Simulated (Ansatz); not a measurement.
Program: Ansatz. Geometries: PBE0-D4/def2-TZVP. ΔE: electronic, gas phase. CBS: MP2 limit from def2 TZ/QZ plus the TZ coupled-cluster correction, frozen cores. Functionals use def2-TZVPP. def2 core potentials past Kr. For Zr outer-core shells are correlated without core-valence functions, which leaves a few kJ/mol of doubt a bond. Each species was taken in one conformer, which may not be the lowest.

Consider the redistribution: `[OH][Zr]([F])([SH])[Cl]` + `C#C[SiH2]CCl` → `C#[C][Zr]([OH])([F])[Cl]` + `S[SiH2]CCl`.

`[OH][Zr]([F])([SH])[Cl]`:

Cartesian coordinates in Å:
```
O 1.786 0.184 0.399
Zr 0.014 0.235 -0.247
F -0.087 -0.125 -2.107
S -1.169 -1.517 0.971
Cl -0.991 2.324 0.148
H 2.705 0.258 0.644
H -2.257 -1.360 0.191
```

`C#C[SiH2]CCl`:

```xyz
10

C     0.031   -1.101   -2.361
C     0.332   -0.506   -1.356
Si    0.780    0.382    0.169
C    -0.624    0.258    1.414
Cl   -2.079    1.079    0.792
H    -0.238   -1.624   -3.250
H     1.991   -0.249    0.758
H     1.049    1.806   -0.139
H    -0.889   -0.780    1.615
H    -0.353    0.733    2.358
```

`C#[C][Zr]([OH])([F])[Cl]`:

Cartesian coordinates in Å:
```
C -1.366 -0.955 1.898
C -0.665 -0.407 1.071
Zr 0.605 0.613 -0.378
O 0.633 -0.434 -1.949
F 2.355 0.755 0.334
Cl -0.274 2.746 -0.814
H -1.982 -1.436 2.625
H 0.694 -0.882 -2.788
```

`S[SiH2]CCl`:

Z-matrix (Å, degrees):
```
Si
C 1 1.880
S 1 2.139 2 111.2
H 1 1.482 2 108.6 3 -122.6
H 1 1.481 2 109.3 3 115.9
Cl 2 1.787 1 108.0 3 -179.3
H 2 1.090 1 112.4 3 61.9
H 2 1.090 1 111.9 3 -60.5
H 3 1.344 1 94.6 2 -72.1
```

Question: Is it downhill or uphill in electronic energy at CCSD(T)/CBS, and by how much? (Best estimate.)

Answer: Computed: Uphill: ΔE = +42.2 kJ/mol.

Question: What do these levels give: PBE0-D4, r2SCAN, PBE0, SCS-MP2/def2-TZVPP, CCSD(T)/def2-TZVPP, MP2/CBS(def2)? (An estimate is asked.)

Answer: Ansatz gave: PBE0-D4 42.4, r2SCAN 43.3, PBE0 41.6, SCS-MP2/def2-TZVPP 40.4, CCSD(T)/def2-TZVPP 40.1, MP2/CBS(def2) 44.6 kJ/mol.

Largest T1 diagnostic among the species: 0.017.
